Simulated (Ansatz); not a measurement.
Calculated with Ansatz (gas phase, PBE0-D4/def2-TZVP geometries, no zero-point term in ΔE). CCSD(T)/CBS adds triple-zeta CCSD(T) − MP2 to the extrapolated MP2 energy (def2 sets, frozen cores). This one scheme is used for every species. Functionals use def2-TZVPP. Each species was taken in one conformer, which may not be the lowest.

Consider the formal exchange of groups at the Si–H bond: `[SiH3][SiH2]Cl` + CH₃OH → `O[SiH2][SiH2]Cl` + CH₄.

`[SiH3][SiH2]Cl`:

Z-matrix (Å, degrees):
```
Si
Si 1 2.338
H 1 1.486 2 109.6
H 1 1.488 2 109.6 3 119.9
H 1 1.486 2 109.6 3 -120.2
Cl 2 2.065 1 108.7 3 60.2
H 2 1.485 1 111.8 3 -58.6
H 2 1.485 1 111.9 3 179.0
```

CH₃OH:

Z-matrix (Å, degrees):
```
C
O 1 1.409
H 1 1.097 2 112.4
H 1 1.090 2 107.0 3 -118.5
H 1 1.097 2 112.4 3 123.0
H 2 0.959 1 108.5 3 -61.6
```

`O[SiH2][SiH2]Cl`:

```xyz
9

O    -1.434   -1.157    0.802
Si   -1.069    0.008   -0.306
Si    1.261    0.308   -0.332
Cl    1.796    0.278    1.675
H    -0.977   -1.106    1.644
H    -1.591   -0.464   -1.612
H    -1.701    1.317    0.025
H     2.008   -0.790   -0.997
H     1.707    1.606   -0.899
```

CH₄:

```xyz
5

C     0.000    0.000    0.000
H    -0.472    0.958    0.218
H     0.799    0.146   -0.726
H    -0.742   -0.685   -0.409
H     0.414   -0.418    0.917
```

CCSD(T)/CBS gives -44.3 kcal/mol.

Another level gave -44.3 kcal/mol. Which?
A. PBE/def2-TZVPP
B. PBE0-D4/def2-TZVPP
C. r2SCAN/def2-TZVPP
D. CCSD/def2-TZVPP

C. r2SCAN -44.3, PBE -41.2, PBE0-D4 -42.3, CCSD/def2-TZVPP -43.2 kcal/mol.

Largest T1 diagnostic among the species: 0.011.

From BLYP to BHLYP (50 % exact exchange), in def2-TZVPP and without D4, ΔE moves by −1.6 kcal/mol. The D4 term adds −0.9 kcal/mol with B3LYP and −0.5 kcal/mol with PBE0; it sums over pairs of atoms, weighted by their polarisabilities, and B3LYP, whose exchange is more repulsive, gets the larger term.

B3LYP here is the variant with VWN-RPA as its local correlation; programs differ in this.
